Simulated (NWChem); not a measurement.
Molecule: BeF2; SMILES [F][Be][F]

Q: Give the equilibrium geometry at PBE0-D3(BJ)/def2-TZVP (NWChem) as a list of bonds and angles, with the point group.

A: point group D*h; any orientation.
Bonded distances (Å): Be1–F2 1.378, Be1–F3 1.378. Angles (°): F2–Be1–F3 180.0.
